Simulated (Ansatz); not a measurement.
`CS[S][SnH3]` + CH₃OH → `C[O][SnH3]` + `CSS` at 700 K and 1 bar (ligand exchange at the Sn–S bond).

Program: Ansatz. Geometries: PBE0-D4/def2-TZVP. ΔE: electronic, gas phase. CBS: MP2 limit from def2 TZ/QZ plus the TZ coupled-cluster correction, frozen cores. This one scheme is used for every species. def2 core potentials past Kr. For Sn outer-core shells are correlated without core-valence functions, which leaves a few kJ/mol of doubt a bond. One conformer a species, not always the lowest.

```
      species  CCSD(T)/CBS energy (Eh)  H − E (kJ/mol)  S (J/(mol·K))
`CS[S][SnH3]`              -1051.24276           240.8          498.3
        CH₃OH               -115.61712           170.8          288.5
 `C[O][SnH3]`               -330.83288           225.6          419.8
        `CSS`               -836.00794           177.6          369.2
```

H − E and S are ideal-gas, rigid-rotor, harmonic terms from PBE0-D4/def2-TZVP, for one conformer and one mirror image of each species. 1 Eh = 2625.50 kJ/mol, R = 8.31446 J/(mol·K).

By hand: ΔE, ΔH, ΔS and ΔG.

ΔE = (-330.83288) + (-836.00794) − (-1051.24276) − (-115.61712) = 0.01906 Eh = 50.0 kJ/mol. Δ(H − E) = 225.6 + 177.6 − 240.8 − 170.8 = -8.4, so ΔH = 41.6 kJ/mol. ΔS = 419.8 + 369.2 − 498.3 − 288.5 = 2.2 J/(mol·K). ΔG = 41.6 − 700 × (2.2)/1000 = 40.1 kJ/mol.

By hand: the equilibrium constant, and the temperature at which ΔG would vanish if ΔH and ΔS stayed fixed.

log₁₀ K = −ΔG/(RT ln 10) = -3.0. ΔG = 0 at ΔH/ΔS = 18909 K, far beyond where these terms or the molecules hold.

The number of gas molecules stays the same, so ΔS is small and ΔH decides. A doubt of 5 kJ/mol in ΔE shifts log₁₀ K by 0.4 here. Other conformers and mirror images would add mixing entropy, several J/(mol·K) or more a flexible species. These are equilibria of isolated gas molecules and say nothing of rates. Largest T1 diagnostic: 0.013 (customary marks: 0.02 for closed shells, 0.045 for open ones).
